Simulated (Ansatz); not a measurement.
## A basis-limit estimate, worked out

An elementary step of BSiH₄Cl₂F, closed shell (BSiH₃Cl₂ ([SiH3][B]([Cl])[Cl]) + HF → BCl₂F ([F][B]([Cl])[Cl]) + SiH₄; bonds formed: B1–F6, Si2–H5; bonds broken: B1–Si2, H5–F6). “Start” is the structure reached by relaxing down from the saddle towards the reactants; PBE0-D4/def2-TZVP structures. The saddle:

```
9
angstrom
B -0.6003 -0.8461 0.1279
Si 0.4247 1.0429 -0.2144
Cl -1.2029 -1.4570 -1.4196
Cl -1.7196 -0.6417 1.4829
H 0.8636 -0.7570 0.3635
F 0.6285 -1.8150 0.6179
H -0.8059 1.7435 -0.6490
H 0.9834 1.6893 1.0007
H 1.4285 1.0411 -1.3098
```

Program: Ansatz 0.2.0. Basis: def2-TZVPP and def2-QZVPP. Cores are frozen in the correlated methods.

Energies in eV:

| quantity | saddle | start |
| --- | --- | --- |
| Hartree–Fock, triple zeta (X = 3) | -36312.70214 | -36314.67538 |
| Hartree–Fock, quadruple zeta (X = 4) | -36313.77754 | -36315.75659 |
| MP2 correlation, X = 3 | -24.63969 | -23.81901 |
| MP2 correlation, X = 4 | -26.83846 | -26.01963 |
| CCSD(T) correlation, X = 3 | -27.10880 | -26.38686 |

Problem. Work out the barrier at the basis limit: extrapolate Hartree–Fock as E(X) = E∞ + A exp(−7.88 √X) and the MP2 correlation as E(X) = E∞ + B X^−2.97 (the exponents that Neese and Valeev fitted for def2-TZVPP and QZVPP), then add CCSD(T) − MP2 in triple zeta.

Solution. Each step is linear, so take the differences first (saddle − start): Hartree–Fock 1.97324 (X = 3) and 1.97905 (X = 4); MP2 correlation -0.82068 and -0.81883; CCSD(T) correlation -0.72194.
Two points give E∞ = E(4) + w [E(4) − E(3)], with w = 1/(exp(7.88 (2 − √3)) − 1) = 0.1377 for Hartree–Fock and w = 1/((4/3)^2.97 − 1) = 0.7407 for the correlation.
Hartree–Fock: 1.97905 + 0.1377 × 0.00581 = 1.9799 eV.
MP2 correlation: -0.81883 + 0.7407 × 0.00185 = -0.8175 eV.
CCSD(T) − MP2: -0.72194 − (-0.82068) = 0.0987 eV.
Sum: 1.9799 + (-0.8175) + 0.0987 = 1.2611 eV, or 29.08 kcal/mol. Plain CCSD(T) in triple zeta gives 1.2513 eV, so the larger basis shifts the result by 0.0098 eV.

The T1 diagnostic stays at or below 0.013.

Steps of this kind, hydrogen fluoride cutting a network bond, underlie vapour etching and the fluorination step of atomic layer etching.

Labels in which every atom is bracketed show which atoms are joined, not bond orders.

For scale, one of the runs: CCSD(T)/def2-TZVPP, 244 basis functions, launched by `ansatz run in.yaml --threads 4 --pin off --events-out ev --progress --plain --max-ram 9574MiB`. Hardware: 4 CPU threads of an Arm Neoverse V2, shared host. Wall time 2 min; peak host memory 4.6 GiB.
